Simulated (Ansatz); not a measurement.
`[GeH3][SnH3]` at its PBE0-D4/def2-TZVP geometry, where that method's forces vanish. Charge 0, multiplicity 1. Sn: def2 effective core potential.

```json
{"atom": "Ge1", "x (Å)": "0.9870", "y (Å)": "0.7081", "z (Å)": "-0.5159"}
{"atom": "Sn2", "x (Å)": "-0.9536", "y (Å)": "-0.6844", "z (Å)": "0.4987"}
{"atom": "H3", "x (Å)": "0.4856", "y (Å)": "2.0988", "z (Å)": "-0.9387"}
{"atom": "H4", "x (Å)": "1.5655", "y (Å)": "0.0015", "z (Å)": "-1.7529"}
{"atom": "H5", "x (Å)": "2.1141", "y (Å)": "0.8885", "z (Å)": "0.5143"}
{"atom": "H6", "x (Å)": "-2.2159", "y (Å)": "-0.8619", "z (Å)": "-0.6370"}
{"atom": "H7", "x (Å)": "-0.4038", "y (Å)": "-2.2381", "z (Å)": "0.9444"}
{"atom": "H8", "x (Å)": "-1.5790", "y (Å)": "0.0875", "z (Å)": "1.8872"}
```

(1) For each bond, give half the difference of the two atoms' forces along it (eV/Å; positive pushes the atoms apart) under PBE-D4, r2SCAN-D4, B3LYP-D4, ωB97M-V in def2-TZVPP. (Estimate.)

Results:

(1) Ansatz gave: 
```
   bond  length (Å)  PBE-D4  r2SCAN-D4  B3LYP-D4  ωB97M-V
Ge1–Sn2       2.595   -0.04       0.00      0.11     0.01
 Ge1–H3       1.538    0.08      -0.04     -0.02    -0.06
 Ge1–H4       1.538    0.08      -0.04     -0.02    -0.06
 Ge1–H5       1.538    0.08      -0.04     -0.02    -0.06
 Sn2–H6       1.707    0.09      -0.01      0.02    -0.06
 Sn2–H7       1.707    0.09       0.00      0.02    -0.06
 Sn2–H8       1.707    0.09       0.00      0.02    -0.06
```

B3LYP here is the variant with VWN-RPA as its local correlation; programs differ in this.
